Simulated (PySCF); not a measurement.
PySCF 2.14 output of an unrestricted LDA calculation on a single atom or ion in x2c-QZVPPall with one added diffuse shell each of s, p, d, f type (8s5p4d3f1g, 73 functions), with the spin-free X2C one-electron Hamiltonian (Gaussian nucleus):

```
SCF conv_tol = 1e-09
number electrons alpha = 6  beta = 2
    P. A. M. Dirac.,  Math. Proc. Cambridge Philos. Soc. 26, 376 (1930)
    F. Bloch.,  Z. Phys. 57, 545 (1929)
    S. H. Vosko, L. Wilk, and M. Nusair.,  Can. J. Phys. 58, 1200 (1980)
cycle= 1 E= -124.197908920185  delta_E= -0.00748  |g|= 0.0321  |ddm|= 0.0865
cycle= 2 E= -124.197953088715  delta_E= -4.42e-05  |g|= 0.00697  |ddm|= 0.00808
cycle= 3 E= -124.19795968703  delta_E= -6.6e-06  |g|= 0.00112  |ddm|= 0.00229
cycle= 4 E= -124.197959898174  delta_E= -2.11e-07  |g|= 5.41e-06  |ddm|= 0.000362
cycle= 5 E= -124.197959898181  delta_E= -7.26e-12  |g|= 4.19e-07  |ddm|= 3.71e-06
converged SCF energy = -124.197959898181  <S^2> = 6.0008291  2S+1 = 5.0003316
```

The run itself started from symmetry-adapted Hartree-Fock orbitals and held the occupation by maximum overlap, on a logarithmic radial grid, so the iterations belong to that start.

Task: Which element, charge and spin multiplicity is this?

Result: Ne²⁺ (neon, charge +2), multiplicity 5; the state was [He] 2s2 2p3 3d1, high-spin 5D determinant (an excited configuration).

The outer electron is Rydberg-like, and this basis confines it to a smaller radius and binds it less than a complete one would.
